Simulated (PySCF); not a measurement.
Species: C2H9AsSi.
Cartesian coordinates in Å at the GFN2-xTB level; atoms count from 1:
```xyz
13
C2H9AsSi angstrom
C     -1.4669    0.1707   -1.1206
C     -1.0164   -0.3091    0.2519
Si     0.8488   -0.7206    0.2813
As     1.9967    0.9865   -0.8115
H     -0.9123    1.0674   -1.4118
H     -2.5284    0.4146   -1.1284
H     -1.2893   -0.5974   -1.8717
H     -1.2377    0.4638    0.9907
H     -1.5968   -1.1864    0.5364
H      1.0520   -1.9919   -0.4397
H      1.2300   -0.9669    1.6827
H      3.2720    0.6812   -0.0885
H      1.6440    1.9885    0.2502
```

Vertical excitations from PySCF (density fitting, frozen core in the response, grid level 2 and gas phase unless stated; continuum runs use non-equilibrium linear response for the excitations) on a GFN2-xTB geometry. Reference run:

```json
{"settings": "PBE0/def2-SVPD, full TDDFT, 6 singlets", "S1, eV (f)": "6.32 (0.016)", "S2, eV (f)": "6.53 (0.045)", "S3, eV (f)": "6.86 (0.229)", "S4, eV (f)": "7.23 (0.039)", "S5, eV (f)": "7.42 (0.015)", "S6, eV (f)": "7.58 (0.023)", "T1, eV (Tamm–Dancoff)": "5.56", "mean α (au)": "85.9"}
```

Question: What do these settings give: (1) BHandHLYP/cc-pVDZ, energy threshold 1e-11 Eh, TDA, 25 singlets; (2) PBE0/def2-SVPD, start guess vsap, TDA, 1 singlet?

Answer: 
```tsv
settings	S1, eV (f)	S2, eV (f)	S3, eV (f)	S4, eV (f)	S5, eV (f)	S6, eV (f)	T1, eV (Tamm–Dancoff)	mean α (au)
BHandHLYP/cc-pVDZ, energy threshold 1e-11 Eh, TDA, 25 singlets	6.74 (0.021)	7.42 (0.032)	7.72 (0.382)	8.17 (0.061)	8.43 (0.017)	8.59 (0.093)	5.79	74.7
PBE0/def2-SVPD, start guess vsap, TDA, 1 singlet	6.35 (0.016)	–	–	–	–	–	5.56	85.9
```

(1) S1 moves by +0.42 eV; functional, basis and response scheme change together, so the shift can't be laid on one. (2) S1 moves by +0.03 eV. States are counted by energy in each run and needn't keep their character from row to row.

Question: Which orbital pairs make up S1 in each run, and how does it sit against the orbital gap?

Answer: 
```
                                                      settings        S1 configurations (weight)  S1 (eV)  orbital gap (eV)  S1 − gap (eV)
                        PBE0/def2-SVPD, full TDDFT, 6 singlets  H→L 0.60, H→L+1 0.18, H→L+2 0.18     6.32              7.56          -1.24
BHandHLYP/cc-pVDZ, energy threshold 1e-11 Eh, TDA, 25 singlets              H→L 0.77, H→L+1 0.20     6.74              9.69          -2.95
              PBE0/def2-SVPD, start guess vsap, TDA, 1 singlet  H→L 0.59, H→L+2 0.19, H→L+1 0.18     6.35              7.56          -1.21
```

 Relativistic effects, spin–orbit coupling among them, are left out although an element past zinc is present.

One conformer stands for the species.
